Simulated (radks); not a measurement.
The thallium ion Tl3+, configuration [Xe] 4f14 5d10. Method: Dirac Kohn-Sham, PBEsol, spin-unpolarised, spherical densities, finite nucleus; Fermi nuclear charge, rms radius 5.4759 fm; computed with a radial shooting solver on a logarithmic mesh with Libxc functionals.

Normalised radial functions P(r) = r R(r) (large component), r in bohr:

```
   r/bohr * 5s1/2 (the largest magnitude, 1.28, reaches the edge; | marks zero)
 0.001251                             | *
 0.001444                             | *
 0.001668                             |  *
 0.001911                             |  *
 0.002207                             |  *
 0.002549                             |  *
  0.00292                             |   *
 0.003372                             |   *
 0.003895                             |   *
 0.004462                             |   *
 0.005153                             |    *
 0.005951                             |    *
 0.006818                             |    *
 0.007874                             |    *
 0.009094                             |   *
  0.01042                             |   *
  0.01203                             |  *
   0.0139                             |  *
  0.01592                             | *
  0.01839                             *
  0.02123                            *|
  0.02433                          *  |
   0.0281                         *   |
  0.03245                       *     |
  0.03717                      *      |
  0.04293                      *      |
  0.04958                      *      |
   0.0568                       *     |
   0.0656                         *   |
  0.07576                             *
   0.0868                             |  *
   0.1002                             |      *
   0.1158                             |         *
   0.1326                             |          *
   0.1532                             |        *
   0.1769                             |    *
   0.2027                            *|
   0.2341                     *       |
   0.2703                *            |
   0.3097              *              |
   0.3577                *            |
   0.4131                      *      |
   0.4732                             | *
   0.5465                             |           *
   0.6312                             |                    *
   0.7231                             |                         *
   0.8351                             |                          *
   0.9645                             |                       *
    1.105                             |                   *
    1.276                             |             *
    1.474                             |        *
    1.689                             |    *
     1.95                             | *
    2.252                             |*
     2.58                             *
     2.98                             *
    3.441                             *
    3.943                             *
    4.553                             *
```

5s1/2: eigenvalue -159.95 eV, 4 radial nodes at r = 0.0191, 0.0769, 0.199, 0.461 bohr, <r> = 0.878 bohr, 90 % of the charge inside 1.25 bohr.
